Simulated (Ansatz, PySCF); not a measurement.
CdI2, SMILES [I][Cd][I] (connectivity only; charge and spin as stated), charge -1, multiplicity 2. Atoms are numbered in the order given.

```xyz
3

Cd     0.0000     0.0000     0.9402
I      0.0000    -2.5182    -0.4289
I      0.0000     2.5182    -0.4289
```
Charge -1, spin multiplicity 2.

Geometry optimised at PBE0-D3(BJ)/def2-SVPD. The spin state was assumed, not searched. The isomer is the one that the SMILES or the coordinates give; other isomers of the formula were not compared. The def2 effective core potentials stand for the cores of Cd, I; spin–orbit coupling is left out.

Two levels are set side by side: PBE-D3(BJ)/def2-SVPD (Ansatz, a first-principles code) and PBE0-D3(BJ)/def2-SVPD (Ansatz). Each level has its own optimised geometry; the coordinates shown are those of the second. Frequencies come from the Hessian of PySCF at each geometry. Differences are taken from unrounded values.

| quantity | PBE0-D3(BJ) |
|---|---|
| mean bond length (Å) | 2.866 |
| bond Cd1–I2 (Å) | 2.866 |
| bond Cd1–I3 (Å) | 2.866 |
| highest harmonic wavenumber (cm⁻¹) | 142 |
| mean harmonic wavenumber (cm⁻¹) | 97 |
| zero-point energy (kcal/mol) | 0.41 |

Task: What does PBE-D3(BJ) give, and how far is it from PBE0-D3(BJ)? (An estimate is asked for; the answer gives what the named calculation found.)

Result: 
| quantity | PBE-D3(BJ) | PBE-D3(BJ) minus PBE0-D3(BJ) |
|---|---|---|
| mean bond length (Å) | 2.910 | 0.044 |
| bond Cd1–I2 (Å) | 2.910 | 0.044 |
| bond Cd1–I3 (Å) | 2.910 | 0.044 |
| highest harmonic wavenumber (cm⁻¹) | 134 | -8 |
| mean harmonic wavenumber (cm⁻¹) | 88 | -9 |
| zero-point energy (kcal/mol) | 0.38 | -0.04 |

Exact exchange shortens and stiffens bonds; PBE has none. Differences between two approximate levels are no errors against the true value.
